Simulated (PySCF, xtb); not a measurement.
DMF (C3H7NO), SMILES O=CN(C)C.

GFN2-xTB run with xtb at its own geometry gives an orbital gap of 5.14 eV and a dipole moment of 4.60 D.

The structure is a stationary point at PBE0-D3(BJ)/def2-SVP. One conformer was computed; it need not be the lowest.

Task: What does ωB97X/def2-TZVP run with PySCF give? (Estimate from the structure and the level; the computed values follow.)

Result: gap 12.36 eV (levels -9.46 and 2.90 eV), dipole 3.98 D.
